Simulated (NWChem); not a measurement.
System: TiN₂H₃Cl; SMILES [NH]=[Ti]([NH2])[Cl]

```xyz
7

Ti    -0.0741     0.3517     0.0059
N     -1.4993     1.1856    -0.0047
H     -2.4628     1.5194    -0.0137
Cl     0.0907    -1.9064    -0.0020
N      1.3469     1.5691    -0.0042
H      2.3272     1.2860    -0.0046
H      1.2918     2.5837    -0.0141
```
Atoms are numbered in this order, from 1.

Computed with NWChem. Pople sets run with spherical d functions. All runs use the structure optimised with PBE0/def2-SVP.

Question: Predict the results for PBE/6-31G*. Quantities: highest occupied level (eV); orbital gap (eV); dipole (D).

Answer: The highest occupied level (eV) is -6.10, the orbital gap (eV) is 2.78 and the dipole (D) is 3.29.
